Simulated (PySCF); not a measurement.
SMILES c1oc(CCO[SiH3])cc1, GFN2-xTB optimised geometry.

```
19

Si    -1.02    -0.21     3.16
O     -1.73    -1.36     2.27
C     -2.10    -1.39     0.93
C     -0.91    -1.67     0.00
C      0.07    -0.55     0.00
C      1.44    -0.55     0.00
C      1.84     0.81     0.00
C      0.69     1.53     0.00
O     -0.39     0.72     0.00
H      0.41    -0.07     2.88
H     -1.27    -0.76     4.48
H     -1.66     1.09     2.94
H     -2.84    -2.19     0.82
H     -2.56    -0.44     0.64
H     -0.40    -2.58     0.32
H     -1.30    -1.83    -1.01
H      2.08    -1.41     0.00
H      2.84     1.18     0.00
H      0.50     2.58     0.01
```

Density from PBE0/def2-SVP (PySCF) at that geometry.

Minimum of the electron density along straight lines between bonded atoms, close to the bond critical point (lines longer than 1.1 times the sum of covalent radii, or with two minima, are not listed):

```json
[
 {"bond": "Si1–O2", "length / Å": "1.620", "ρ at the minimum / e bohr⁻³": "0.129", "∇²ρ there / e bohr⁻⁵": "1.10", "position (fraction from the first atom)": "0.41"},
 {"bond": "O2–C3", "length / Å": "1.392", "ρ at the minimum / e bohr⁻³": "0.260", "∇²ρ there / e bohr⁻⁵": "[?]", "position (fraction from the first atom)": "0.67"},
 {"bond": "C3–C4", "length / Å": "1.533", "ρ at the minimum / e bohr⁻³": "[?]", "∇²ρ there / e bohr⁻⁵": "-0.57", "position (fraction from the first atom)": "0.50"},
 {"bond": "C4–C5", "length / Å": "1.491", "ρ at the minimum / e bohr⁻³": "0.260", "∇²ρ there / e bohr⁻⁵": "[?]", "position (fraction from the first atom)": "0.48"},
 {"bond": "C5–C6", "length / Å": "1.363", "ρ at the minimum / e bohr⁻³": "0.325", "∇²ρ there / e bohr⁻⁵": "-0.82", "position (fraction from the first atom)": "0.52"},
 {"bond": "C6–C7", "length / Å": "1.417", "ρ at the minimum / e bohr⁻³": "0.290", "∇²ρ there / e bohr⁻⁵": "-0.69", "position (fraction from the first atom)": "0.50"},
 {"bond": "C7–C8", "length / Å": "1.358", "ρ at the minimum / e bohr⁻³": "0.328", "∇²ρ there / e bohr⁻⁵": "-0.84", "position (fraction from the first atom)": "0.48"},
 {"bond": "C5–O9", "length / Å": "1.351", "ρ at the minimum / e bohr⁻³": "0.285", "∇²ρ there / e bohr⁻⁵": "0.05", "position (fraction from the first atom)": "0.33"},
 {"bond": "C8–O9", "length / Å": "1.345", "ρ at the minimum / e bohr⁻³": "0.287", "∇²ρ there / e bohr⁻⁵": "0.11", "position (fraction from the first atom)": "0.33"},
 {"bond": "Si1–H10", "length / Å": "1.465", "ρ at the minimum / e bohr⁻³": "0.119", "∇²ρ there / e bohr⁻⁵": "0.32", "position (fraction from the first atom)": "0.49"},
 {"bond": "Si1–H11", "length / Å": "1.454", "ρ at the minimum / e bohr⁻³": "0.121", "∇²ρ there / e bohr⁻⁵": "0.34", "position (fraction from the first atom)": "0.49"},
 {"bond": "Si1–H12", "length / Å": "1.466", "ρ at the minimum / e bohr⁻³": "0.118", "∇²ρ there / e bohr⁻⁵": "0.32", "position (fraction from the first atom)": "0.49"},
 {"bond": "C3–H13", "length / Å": "1.096", "ρ at the minimum / e bohr⁻³": "0.282", "∇²ρ there / e bohr⁻⁵": "-1.07", "position (fraction from the first atom)": "0.63"},
 {"bond": "C3–H14", "length / Å": "1.096", "ρ at the minimum / e bohr⁻³": "0.282", "∇²ρ there / e bohr⁻⁵": "-1.06", "position (fraction from the first atom)": "0.63"},
 {"bond": "C4–H15", "length / Å": "1.091", "ρ at the minimum / e bohr⁻³": "0.277", "∇²ρ there / e bohr⁻⁵": "-1.02", "position (fraction from the first atom)": "0.63"},
 {"bond": "C4–H16", "length / Å": "1.094", "ρ at the minimum / e bohr⁻³": "0.273", "∇²ρ there / e bohr⁻⁵": "-0.99", "position (fraction from the first atom)": "0.63"},
 {"bond": "C6–H17", "length / Å": "1.071", "ρ at the minimum / e bohr⁻³": "0.285", "∇²ρ there / e bohr⁻⁵": "-1.10", "position (fraction from the first atom)": "0.63"},
 {"bond": "C7–H18", "length / Å": "1.071", "ρ at the minimum / e bohr⁻³": "0.285", "∇²ρ there / e bohr⁻⁵": "-1.11", "position (fraction from the first atom)": "0.63"},
 {"bond": "C8–H19", "length / Å": "1.072", "ρ at the minimum / e bohr⁻³": "0.291", "∇²ρ there / e bohr⁻⁵": "-1.17", "position (fraction from the first atom)": "0.65"}
]
```

Question: Fill in the missing entries.

Answer: 
- O2–C3, ∇²ρ there / e bohr⁻⁵: -0.27
- C3–C4, ρ at the minimum / e bohr⁻³: 0.245
- C4–C5, ∇²ρ there / e bohr⁻⁵: -0.62
